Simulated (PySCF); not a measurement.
Can point charges reproduce the dipole moment of `CC(C(F)(F)C)(CF)C`?

Coordinates (PBE0-D3(BJ)/def2-SVP, Å) and charges (e) from the PBE0/pcSseg-1 density (PySCF):

```csv
atom,x,y,z,Mulliken,IAO,Hirshfeld,ESP-fitted
C1,-2.158,0.077,0.196,-0.2266,-0.4430,-0.1326,-0.5560
C2,-0.954,-0.543,-0.465,+0.4921,+0.5665,+0.1918,+0.5244
F3,-1.084,-0.387,-1.818,-0.3053,-0.3138,-0.0895,-0.2733
F4,-0.997,-1.893,-0.248,-0.3059,-0.3143,-0.0900,-0.2729
C5,0.430,-0.021,-0.043,-0.6727,-0.0002,-0.0077,+0.4438
C6,0.657,-0.258,1.450,-0.1718,-0.4176,-0.1233,-0.5208
C7,0.565,1.464,-0.382,-0.1712,-0.4177,-0.1237,-0.5195
C8,1.476,-0.810,-0.838,+0.2978,+0.0394,+0.0145,+0.0079
F9,2.737,-0.378,-0.498,-0.3339,-0.3259,-0.1037,-0.2357
H10,-2.136,-0.089,1.280,+0.1327,+0.1561,+0.0520,+0.1530
H11,-3.055,-0.401,-0.220,+0.1422,+0.1653,+0.0509,+0.1835
H12,-2.202,1.154,-0.008,+0.1322,+0.1559,+0.0519,+0.1525
H13,0.007,0.379,2.067,+0.1174,+0.1329,+0.0395,+0.1213
H14,0.472,-1.309,1.717,+0.1255,+0.1438,+0.0366,+0.1232
H15,1.700,-0.020,1.700,+0.1369,+0.1543,+0.0415,+0.1438
H16,0.307,1.656,-1.433,+0.1259,+0.1443,+0.0364,+0.1232
H17,1.607,1.777,-0.222,+0.1368,+0.1543,+0.0412,+0.1436
H18,-0.077,2.088,0.257,+0.1173,+0.1329,+0.0395,+0.1211
H19,1.403,-1.886,-0.615,+0.1154,+0.1435,+0.0372,+0.0683
H20,1.335,-0.660,-1.920,+0.1153,+0.1432,+0.0373,+0.0687
```

**Question.** Compute μ = Σ q r for each scheme (1 e·Å = 4.803 D) and compare with the dipole of the full density.

**Answer.** The full density gives (-1.37, 1.19, 1.21) D, 2.18 D in size; dipole vectors point from the negative to the positive end.

```tsv
scheme	μx	μy	μz	size (D)	share of the full size (%)	angle to the full dipole (°)
Mulliken	-2.25	2.25	2.28	3.92	180	4
IAO	-2.17	1.66	1.72	3.23	148	3
Hirshfeld	-1.17	0.44	0.49	1.34	62	22
ESP-fitted	-1.36	1.20	1.23	2.20	101	1
```

**Question.** Which set comes closest?

**Answer.** Length of the difference vector: ESP-fitted 0.03 D, Hirshfeld 1.06 D, IAO 1.06 D, Mulliken 1.75 D. Closest: ESP-fitted. The schemes that divide the density aren't constrained to reproduce the dipole.

**Question.** What is left for the Hirshfeld atoms' own dipoles?

**Answer.** The Hirshfeld atoms' densities add up to the full density, so μ = Σ q r + Σ (atomic dipoles). The atomic dipoles sum to (-1.37, 1.19, 1.21) − (-1.17, 0.44, 0.49) = (-0.20, 0.75, 0.72) D, 1.06 D in size.

**Question.** With the origin at the mean of the coordinates, (0.002, -0.003, -0.002) Å, which are the largest single terms, by size, of the ESP-fitted dipole along the direction of the full one?

**Answer.** C1 -4.03, F9 +2.49, H10 +1.48, H12 +1.47, H11 +1.40 D; all 20 atoms together +2.20 D. The single terms depend on the origin, their sum doesn't.

**Question.** Give the size of the full dipole in other units.

**Answer.** 2.18 D = 0.857 au = 0.454 e·Å = 7.27 × 10⁻³⁰ C·m.

Geometry: PBE0-D3(BJ)/def2-SVP, one conformer, isolated molecule.

The values belong to the conformer `[CH3:1][C:2]([F:3])([F:4])[C:5]([CH3:6])([CH3:7])[CH2:8][F:9]`: C1–C2–C5–C6 61°, C2–C5–C8–F9 180°.
